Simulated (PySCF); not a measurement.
C7H12F (doublet state).
Geometry (GFN2-xTB, Å), atoms numbered from 1 in this order:
```
atom  x, y, z in Å
C1     2.341   -0.003   -0.020
C2     0.955   -0.037   -0.545
C3     0.170    1.212   -0.721
C4    -0.918    1.313    0.368
C5    -1.787    0.061    0.363
C6    -0.928   -1.177    0.583
F7    -1.730   -2.306    0.549
C8     0.158   -1.290   -0.502
H9     2.879   -0.914   -0.277
H10    2.358    0.084    1.075
H11    2.886    0.852   -0.418
H12   -0.334    1.208   -1.695
H13    0.817    2.089   -0.677
H14   -1.538    2.195    0.193
H15   -0.440    1.422    1.343
H16   -2.298   -0.037   -0.598
H17   -2.548    0.118    1.146
H18   -0.472   -1.167    1.582
H19    0.785   -2.160   -0.301
H20   -0.362   -1.454   -1.453
```

The hyperfine couplings belong to this conformer and change with its torsions.

Identity: `C[C]1CCC[C@@H](F)C1` [radical].

Method used: UKS B3LYP, pcH-1 on C F H, non-relativistic, mean-field spin-orbit, GIAO in PySCF. Isolated species at its GFN2-xTB geometry (one conformer only). The geometry wasn't refined by DFT: couplings that depend on bond lengths, twists or pyramidal angles can differ widely from those at the functional's own minimum. No stability test was run, so a lower SCF solution isn't excluded.

Task: Break the g tensor into its mass correction, gauge correction and orbital-Zeeman/spin–orbit terms.

Result: 
```json
{"Δg (ppm)": "relativistic mass correction", "1": "-151", "2": "-151", "3": "-151"}
{"Δg (ppm)": "gauge correction", "1": "-7", "2": "32", "3": "35"}
{"Δg (ppm)": "orbital Zeeman/spin–orbit", "1": "85", "2": "659", "3": "715"}
{"Δg (ppm)": "total", "1": "-73", "2": "540", "3": "599"}
```

So g = 2.00225, 2.00286, 2.00292 and g_iso = 2.00267; the tensor is close to axial: the two nearest values differ by 9 % of g3 − g1. Axes: g2 points within 10° of the C2–C3 bond.

Task: Average each term over the three axes. Which is largest in size?

Result: The orbital-Zeeman/spin–orbit term 486, the mass correction -151 and the gauge correction 20 ppm, for a total of 355 ppm. The orbital-Zeeman/spin–orbit term is the largest in size. The mass correction is the same along every axis, so the anisotropy comes from the other two: their spans along these axes are 42 (gauge) and 630 ppm (orbital Zeeman/spin–orbit).

Task: At 9.458 GHz, how far is the centre of the isotropic spectrum from where a free electron (g = 2.002319) resonates?

Result: B = hν/(g μB) with μB/h = 13.99624 MHz/mT gives 337.48 mT for the free electron and 337.43 mT at g_iso, 0.06 mT lower.

Task: In a frozen sample, at which fields do the three g values resonate at 9.5, 34, 94 and 263 GHz (hyperfine left aside), and which band first spreads them over more than twice a line width of 1.0 mT?

Result: 
| band | GHz | B(g3) mT | B(g2) mT | B(g1) mT | spread mT |
| --- | --- | --- | --- | --- | --- |
| X | 9.5 | 338.88 | 338.89 | 339.00 | 0.11 |
| Q | 34.0 | 1212.84 | 1212.88 | 1213.25 | 0.41 |
| W | 94.0 | 3353.15 | 3353.25 | 3354.28 | 1.13 |
| J | 263.0 | 9381.69 | 9381.97 | 9384.84 | 3.15 |

The spread grows in proportion to the frequency. J band is the first where it exceeds 2.0 mT.

The Mulliken spin populations are largest on C2 (+0.97), C1 (-0.08), C8 (-0.08) and C3 (-0.07). C2 is the only atom above +0.15. The angles at C2 add up to 357.2°, so it is nearly planar.

The HOMO–LUMO gaps are 5.84 eV among the α and 7.20 eV among the β orbitals.
